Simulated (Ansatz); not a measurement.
Species: CH3BF2, charge 0, singlet. CH3BF2 (difluoro(methyl)borane, SMILES FB(C)F).
B3LYP-D3(BJ)/def2-TZVP minimum from Ansatz (a quantum-chemistry and plane-wave program):
```
C
H 1 1.0901
H 1 1.0901 2 109.66
H 1 1.0957 2 106.94 3 -115.62
B 1 1.5571 2 112.10 4 -119.19
F 5 1.3275 1 122.10 2 -152.62
F 5 1.3275 6 115.79 1 178.69
```

Total energies in hartree (Ansatz). Radicals and triplets start from unrestricted determinants; spin-orbit coupling is neglected. Cores are frozen in correlated methods. No relativity. Where a partner has so few electrons that a lower coupled-cluster level is exact, that level stands in.

```tsv
species	HF/cc-pVTZ	CCSD(T)/cc-pVTZ	HF/cc-pVQZ	CCSD(T)/cc-pVQZ	CCSD(T)/cc-pVDZ	CCSDT(Q)/cc-pVDZ
1: CH3BF2 (SMILES FB(F)C)	-263.42253	-264.23833	-263.44307	-264.32071	-263.96216	-263.96402
2: B (doublet)	-24.53207	-24.59810	-24.53297	-24.60084	-24.58941	-24.58977
3: F (doublet)	-99.40552	-99.62036	-99.41377	-99.65026	-99.52757	-99.52776
4: C (triplet)	-37.69157	-37.78076	-37.69331	-37.78654	-37.76038	-37.76071
5: H (doublet)	-0.49981	-0.49981	-0.49995	-0.49995	-0.49928	-0.49928
```

### Question
Work out the atomisation energy (electronic, to ground-state atoms) in kJ/mol: take Hartree-Fock from cc-pVQZ, extrapolate the CCSD(T) correlation energy as X^-3 (X = 3, 4), and add CCSDT(Q) - CCSD(T) in cc-pVDZ. 1 hartree = 2625.5 kJ/mol.

### Answer

Species 1: correlation (64·(-0.87764) - 27·(-0.81580))/37 = -0.92277; step -0.00186; E1 = -263.44307 + (-0.92277) + (-0.00186) = -264.36770
Species 2: correlation (64·(-0.06787) - 27·(-0.06603))/37 = -0.06921; step -0.00036; E2 = -24.53297 + (-0.06921) + (-0.00036) = -24.60254
Species 3: correlation (64·(-0.23649) - 27·(-0.21484))/37 = -0.25229; step -0.00019; E3 = -99.41377 + (-0.25229) + (-0.00019) = -99.66625
Species 4: correlation (64·(-0.09323) - 27·(-0.08919))/37 = -0.09618; step -0.00033; E4 = -37.69331 + (-0.09618) + (-0.00033) = -37.78982
Species 5: correlation (64·(0.00000) - 27·(0.00000))/37 = 0.00000; step +0.00000; E5 = -0.49995 + (0.00000) + (+0.00000) = -0.49995
-1·E1 +1·E2 +2·E3 +1·E4 +3·E5 = 1.14299 hartree = 3000.9 kJ/mol.
